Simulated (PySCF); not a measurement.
Ionisation energy of Ti²⁺ by level of theory

Ti²⁺ [Ar] 3d2 (3F) → Ti³⁺ [Ar] 3d1 (2D), as a difference of total energies. Computed with PySCF 2.14 in aug-cc-pVDZ, with no relativity, point nucleus. Correlated levels: valence: [Ar] frozen. The calculations carry no spin-orbit coupling.

```
           method  ionisation energy (eV)  difference from reference (eV)
              UHF                  27.106                          -0.386
    MP2 (valence)                  27.181                          -0.311
SCS-MP2 (valence)                  27.131                          -0.361
   CCSD (valence)                  27.206                          -0.286
```

Reference: 27.492 eV (measured; NIST Atomic Spectra Database, ionization energies).

These non-relativistic numbers lack the scalar-relativistic shift.

The reference lies between the lowest fine-structure levels, while these numbers refer to the centres of the terms.

Errors of the correlated levels include the incompleteness of this basis and the frozen core.

With two correlated electrons CCSD is exact in that space.
